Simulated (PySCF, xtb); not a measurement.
C₆H₁₈N₂Si, SMILES CN(C)[Si](C)(C)N(C)C.

GFN2-xTB (xtb) at its own geometry gives an orbital gap of 6.00 eV and a dipole moment of 0.72 D.

Coordinates come from a B3LYP-D3(BJ)/def2-SVP optimisation. The isomer is the one that the SMILES or the coordinates give; other isomers of the formula were not compared. One conformer was computed; it need not be the lowest.

Question: What does M06-2X/def2-SVP (PySCF) give? (An estimate is asked for; the answer gives what the named calculation found.)

Answer: gap 9.18 eV (levels -7.12 and 2.06 eV), dipole 0.06 D.
